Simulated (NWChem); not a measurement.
Polarisability of HGe (+1)

```xyz
2

Ge     0.0000     0.0000     0.0482
H      0.0000     0.0000    -1.5435
```
Charge +1, spin multiplicity 1.

All runs are NWChem calculations. Structure: optimised with PBE0/def2-SVP, a minimum by its harmonic frequencies.

Basis set: def2-SVPD. Static limit.

The Hamiltonian is non-relativistic. The correlated methods keep 9 core orbitals frozen. B3LYP has NWChem's definition, with VWN1-RPA local correlation. The spin multiplicity of the parent species was assumed, not shown to be that of its ground state. The structure started from a generated list of species. No row is a measurement; the coupled-cluster row has its own basis-set and correlation limits.

Question: For the isotropic polarisability, PBE0 gives 21.50 bohr³ and B3LYP gives 21.22 bohr³. What do CCSD linear response, PBE, HF give?

Answer: CCSD linear response: 21.59 bohr³; PBE: 21.25 bohr³; HF: 22.70 bohr³.
